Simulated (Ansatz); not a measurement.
AgI2, 3 atoms. Hardware: 4 threads of Intel Xeon 6975P-C on a shared host.

In the def2 sets Ag, I take a core potential; there is no spin–orbit coupling.

Problem. How many basis functions does each of these Ansatz runs have, and roughly what does it cost? LC-ωPBE (ω = 0.30 bohr⁻¹)/def2-TZVP, charge 0 quartet, energy, from earlier orbitals; B3LYP-D4/def2-TZVP, charge 0 doublet, energy, from earlier orbitals; LC-ωPBE (ω = 0.20 bohr⁻¹)/def2-TZVP, charge 1 singlet at the geometry of the charge 0 doublet, energy, from earlier orbitals; LC-ωPBE (ω = 0.10 bohr⁻¹)/def2-TZVP, charge 0 quartet, energy, from earlier orbitals; LC-ωPBE (ω = 0.10 bohr⁻¹)/def2-TZVP, charge -1 singlet at the geometry of the charge 0 doublet, energy, from earlier orbitals; LC-ωPBE (ω = 0.15 bohr⁻¹)/def2-TZVP, charge -1 singlet at the geometry of the charge 0 doublet, energy, from earlier orbitals; r2SCAN-D4/def2-TZVP, charge 0 quartet, energy, from earlier orbitals; LC-ωPBE (ω = 0.15 bohr⁻¹)/def2-TZVP, charge 0 doublet, energy, from earlier orbitals; PBE0-D4/def2-TZVP, charge 1 triplet at the geometry of the charge 0 doublet, energy; ωB97M-V/def2-TZVP, charge 0 doublet, energy, from earlier orbitals; PBE0-D4/def2-SVP, charge 0 doublet, energy with a search over starts; LC-ωPBE (ω = 0.20 bohr⁻¹)/def2-TZVP, charge 0 doublet, energy, from earlier orbitals.

Solution. Other jobs shared the machine, so times can vary by a factor of up to 3. A dash marks memory too small to be measured apart from the calling script's.

```csv
run,functions,fitting or Cholesky vectors,wall time,peak host memory (GiB)
"LC-ωPBE (ω = 0.15 bohr⁻¹)/def2-TZVP, charge -1 singlet at the geometry of the charge 0 doublet, energy, from earlier orbitals",140,1087,0.8 s,–
"LC-ωPBE (ω = 0.10 bohr⁻¹)/def2-TZVP, charge -1 singlet at the geometry of the charge 0 doublet, energy, from earlier orbitals",140,1087,0.95 s,–
"LC-ωPBE (ω = 0.20 bohr⁻¹)/def2-TZVP, charge 1 singlet at the geometry of the charge 0 doublet, energy, from earlier orbitals",140,1087,3.8 s,–
"LC-ωPBE (ω = 0.15 bohr⁻¹)/def2-TZVP, charge 0 doublet, energy, from earlier orbitals",140,1087,6 s,–
"B3LYP-D4/def2-TZVP, charge 0 doublet, energy, from earlier orbitals",140,1350,6.5 s,0.59
"LC-ωPBE (ω = 0.20 bohr⁻¹)/def2-TZVP, charge 0 doublet, energy, from earlier orbitals",140,1087,6.5 s,–
"r2SCAN-D4/def2-TZVP, charge 0 quartet, energy, from earlier orbitals",140,1087,8.5 s,–
"PBE0-D4/def2-TZVP, charge 1 triplet at the geometry of the charge 0 doublet, energy",140,1350,9 s,0.74
"PBE0-D4/def2-SVP, charge 0 doublet, energy with a search over starts",83,996,10 s,–
"LC-ωPBE (ω = 0.30 bohr⁻¹)/def2-TZVP, charge 0 quartet, energy, from earlier orbitals",140,1087,16 s,–
"LC-ωPBE (ω = 0.10 bohr⁻¹)/def2-TZVP, charge 0 quartet, energy, from earlier orbitals",140,1087,29 s,–
"ωB97M-V/def2-TZVP, charge 0 doublet, energy, from earlier orbitals",140,1131,50 s,1.1
```
